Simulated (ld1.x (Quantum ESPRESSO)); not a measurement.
# An all-electron radial function and its pseudo partner (chlorine)

Columns: radius, all-electron u(r) and pseudo u(r) of the 3s shell (level -38.16 eV) of chlorine in the configuration [Ne] 3s2 3p3.5; PBE, non-relativistic, ultrasoft scheme, ld1.x (Quantum ESPRESSO) 7.5.

| r (bohr) | all-electron | pseudo |
| --- | --- | --- |
| 0.068 | 0.2146 | 0.0662 |
| 0.135 | -0.0615 | 0.1315 |
| 0.202 | -0.3176 | 0.1967 |
| 0.270 | -0.4435 | 0.2628 |
| 0.338 | -0.4416 | 0.3286 |
| 0.405 | -0.3513 | 0.3929 |
| 0.473 | -0.2068 | 0.4572 |
| 0.540 | -0.0405 | 0.5192 |
| 0.608 | 0.1324 | 0.5802 |
| 0.675 | 0.2941 | 0.6377 |
| 0.742 | 0.4397 | 0.6919 |
| 0.810 | 0.5672 | 0.7427 |
| 0.878 | 0.6731 | 0.7884 |
| 0.945 | 0.7569 | 0.8277 |
| 1.013 | 0.8217 | 0.8609 |
| 1.080 | 0.8673 | 0.8864 |
| 1.148 | 0.8969 | 0.9042 |
| 1.215 | 0.9117 | 0.9136 |
| 1.283 | 0.9142 | 0.9143 |
| 1.350 | 0.9063 | 0.9063 |
| 1.418 | 0.8898 | 0.8898 |
| 1.485 | 0.8668 | 0.8668 |
| 1.553 | 0.8382 | 0.8382 |
| 1.620 | 0.8059 | 0.8059 |
| 1.688 | 0.7704 | 0.7704 |
| 1.755 | 0.7334 | 0.7334 |

(1) How many radial nodes do the two functions have?

(2) At about which radius was the pseudo-wave matched?

(3) Is the pseudo-wave norm-conserving?

## Answers

(1) The all-electron 3s function has n − l − 1 = 2; the pseudo-wave has 0, since the states of the same l below it are removed with the core.

(2) 1.35 bohr. The columns agree to 0.0005 from 1.28 bohr on; several derivatives are matched, so the curves merge somewhat inside the radius.

(3) No, it belongs to an ultrasoft set: the norm inside the radius is not constrained, and the difference is carried by the augmentation charge.
